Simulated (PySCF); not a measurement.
C4H8Cl2O2Si.
Numbering: `[Cl:1][CH:2]([Cl:3])[SiH:4]1[O:5][CH2:6][CH2:7][CH2:8][O:9]1`

Cartesian coordinates in Å at the GFN2-xTB level; atoms count from 1:
```xyz
17
C4H8Cl2O2Si angstrom
Cl     3.6255    1.2249    0.1261
C      2.6483   -0.1649   -0.3627
Cl     3.4492   -1.6546    0.1514
Si     0.9634   -0.0531    0.5139
O      0.2295    1.3096    0.0217
C     -1.1749    1.3341   -0.0831
C     -1.7104    0.1002   -0.8013
C     -1.3302   -1.1774   -0.0608
O      0.0665   -1.3239    0.0466
H      2.6381   -0.1739   -1.4512
H      1.1580   -0.0518    1.9620
H     -1.4321    2.2434   -0.6333
H     -1.6049    1.3969    0.9230
H     -2.7945    0.1659   -0.8833
H     -1.2763    0.0639   -1.8018
H     -1.6975   -2.0565   -0.5973
H     -1.7646   -1.1708    0.9454
```

NICS = −σ at a ghost point: NICS(0) at the centroid of the ring atoms, NICS(1) 1 Å to either side along the normal of their mean plane, zz for the tensor component along that normal. Level: GIAO PBE0/pcSseg-1 (PySCF, non-relativistic, gas phase) on the GFN2-xTB geometry, one conformer.

Ring bond lengths (Å), with Mayer bond orders in brackets: Si4–O5 1.624 (1.00), O5–C6 1.409 (0.88), C6–C7 1.525 (1.03), C7–C8 1.525 (1.03), C8–O9 1.408 (0.88), O9–Si4 1.624 (1.00).

Problem. What do the NICS probes read (ppm)?

Solution. 
```tsv
ring	type	NICS(0)	NICS(1), two faces	NICS(1)zz, two faces	rms pucker (Å)	centre to ring atoms, mean (Å)
Si4–O5–C6–C7–C8–O9	6-membered ring with 2 O and Si; formal bonds all single	-1.6	-0.5 / -1.6	2.3 / 4.1	0.20	1.48
```

Problem. What can be read from them?

Solution. 
- Si4–O5–C6–C7–C8–O9: mean NICS(1)zz 3.2 ppm, deshielded. Si4, C6, C7, C8 have four or more neighbours, and the NICS criterion for π rings isn't applied.

Problem. At the first NICS(1) probe listed for ring Si4–O5–C6–C7–C8–O9, 1 Å off the ring, what do the in-plane components average?

Solution. The isotropic value is a third of the trace: (3 × -0.5 − (2.3))/2 = -1.9 ppm.

Problem. Give the inner angles of the rings and the Hirshfeld charges of the ring atoms.

Solution. 
- Si4–O5–C6–C7–C8–O9: Si4 108.6° (+0.427 e), O5 119.2° (-0.234 e), C6 111.8° (+0.011 e), C7 111.2° (-0.080 e), C8 111.8° (+0.011 e), O9 119.2° (-0.234 e); sum 681.8° against 720° for a flat convex ring.
